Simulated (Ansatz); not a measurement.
Ansatz (a quantum-chemistry and plane-wave program) input (LC-wPBE/def2-TZVPD):

Ansatz 0.2 input:
```yaml
crystal:
  periodic: [false, false, false]
  atoms:
    - {symbol: B, position_ang: [0.84921307, 0.41101353, 0.22364901]}
    - {symbol: O, position_ang: [1.18122226, 0.27287748, -1.06050112]}
    - {symbol: O, position_ang: [-0.30786627, 0.04780803, 0.82227697]}
    - {symbol: C, position_ang: [-1.35009506, -0.56437414, 0.05323029]}
    - {symbol: H, position_ang: [1.73519024, 0.92827644, 0.86298499]}
    - {symbol: H, position_ang: [-1.00438499, -1.50027173, -0.38934654]}
    - {symbol: H, position_ang: [-2.17382935, -0.76754650, 0.73366436]}
    - {symbol: H, position_ang: [-1.68931886, 0.10523489, -0.73913640]}
basis:
  gaussian:
    orbitals: def2-TZVPD
hamiltonian:
  xc: {name: LC-wPBE}
magnetization: {spin_polarized: true, initial_magnetization: 1}
output: {forces: true}
```

End of the output:

```
integrals: 0.10 GiB planned
911 factors; their error is unknown
integrals: 0.14 GiB planned
435 factors; integrals over basis functions are off by at most 3.3e-5 eV
0.30 GiB of the device are held for the grids
1.19 GiB of device memory are held for the factors and their scratch space
mean field: 0.91 GiB planned
mean field evaluation 1: about -5865.6918 eV, gradient 3.8e1 eV
mean field evaluation 2: about -5865.5145 eV, gradient 4.2e1 eV
mean field evaluation 4: about -5871.2192 eV, gradient 2.8e0 eV
mean field evaluation 8: about -5871.3496 eV, gradient 2.4e-1 eV
mean field evaluation 16: about -5871.3279 eV, gradient 4.4e-3 eV
mean field -5871.32788464 eV, -215.7673200314 hartree, gradient 2.5e-5 eV, S^2 0.754736; 1 other end points of the search recorded, 0 dependent functions left out
the calculation of the forces begins
reference -5871.32788464 eV, -215.7673200317 hartree; 16, 15 occupied and 174, 175 virtual orbitals, 911 factors
Total energy: -5871.32788464 eV, -215.7673200317 hartree
Atom 0 at     0.849213     0.411014     0.223649 Å, force    -0.045970     0.072202     0.421415 eV/Å
Atom 1 at     1.181222     0.272877    -1.060501 Å, force    -0.031803    -0.059060    -0.208809 eV/Å
Atom 2 at    -0.307866     0.047808     0.822277 Å, force    -0.174109    -0.149723    -0.346290 eV/Å
Atom 3 at    -1.350095    -0.564374     0.053230 Å, force     0.300988     0.168757     0.185207 eV/Å
Atom 4 at     1.735190     0.928276     0.862985 Å, force    -0.054860    -0.038283    -0.068293 eV/Å
Atom 5 at    -1.004385    -1.500272    -0.389347 Å, force     0.006737     0.005649     0.014023 eV/Å
Atom 6 at    -2.173829    -0.767547     0.733664 Å, force    -0.007526    -0.005646    -0.011178 eV/Å
Atom 7 at    -1.689319     0.105235    -0.739136 Å, force     0.006542     0.006106     0.013924 eV/Å
Dipole moment:    -0.298216    -0.124403     0.012948 e Å
```

It need not be the lowest isomer of its formula.
